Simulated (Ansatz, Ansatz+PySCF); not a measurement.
```yaml
atoms:
  - { symbol: C, position_ang: [0.0000, 0.0000, -0.4780] }
  - { symbol: C, position_ang: [0.0000, 0.0000, 0.8219] }
  - { symbol: H, position_ang: [0.0000, -0.9481, -1.0317] }
  - { symbol: H, position_ang: [0.0000, 0.9481, -1.0317] }
```

Basis set: def2-SVP (spherical functions). Left uncorrelated: 2 orbitals. Charge 0, multiplicity 1.

Computed with Ansatz (development build ahead of 0.2.0); each method stands on the lowest determinant of its kind that the runs found. Restricted open shells among the atoms or ions are ROHF, correlated in semicanonical orbitals with singles. Restricted functionals stand beside restricted open-shell atoms, which can lie above the unrestricted atoms usual in DFT and then raise those values.

**Question.** Give the atomization energy at this shape (free ground-state atoms in the same class of orbitals less the molecule, no zero-point energy) of singlet C2H2 by ωB97X (restricted), ωB97X (unrestricted), r²SCAN (restricted), r²SCAN (unrestricted), PBE0 (unrestricted), PBE0 (restricted), PBE (restricted), PBE (unrestricted), RHF-CCSD(T), RHF-MP2, UHF-MP2, UHF, RHF.

**Answer.**

```csv
method,atomization energy
ωB97X (restricted),15.66 eV
ωB97X (unrestricted),15.52 eV
r²SCAN (restricted),15.68 eV
r²SCAN (unrestricted),15.53 eV
PBE0 (unrestricted),15.66 eV
PBE0 (restricted),15.75 eV
PBE (restricted),16.12 eV
PBE (unrestricted),16.06 eV
RHF-CCSD(T),14.85 eV
RHF-MP2,14.87 eV
UHF-MP2,14.75 eV
UHF,11.34 eV
RHF,11.54 eV
```

Caution for UHF-MP2: another reference gives a lower total. Caution for UHF-MP2, UHF: the determinant breaks the point group; the unrestricted determinant is spin contaminated.
